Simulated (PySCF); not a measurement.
**Correlation energy of Zr²⁶⁺ (zirconium, charge +26)**

[Ne] 3s2 3p2, high-spin 3P determinant. Calculation: PySCF 2.14, in an uncontracted even-tempered set (16 s from 3.1 bohr⁻², ratio 2.5; 11 p from 4.1 bohr⁻², ratio 2.5; 5 d from 18 bohr⁻², ratio 2.7; 4 f from 27 bohr⁻², ratio 2.7); no relativity, point nucleus. Frozen: 1s2; 12 electrons correlated; the 20 highest virtual orbitals of each spin left out.

```json
{"level": "CCSD", "correlation energy (mhartree)": "-493.58"}
{"level": "(T)", "correlation energy (mhartree)": "-1.85"}
{"level": "CCSD(T)", "correlation energy (mhartree)": "-495.43"}
```

Diagnostics: T1 = 0.0013, D1 = 0.0058, largest double amplitude 0.084.

Problem. Is a single reference adequate?

Solution. Mostly. T1 lies below 0.03, but a double amplitude of this size points to a near-degeneracy that CCSD handles and MP2 describes poorly.

At this charge a non-relativistic calculation is a model, useful for the Z dependence of the correlation energy.

Spin-orbit coupling is strong in this species, so the high-spin LS determinant is a model state.
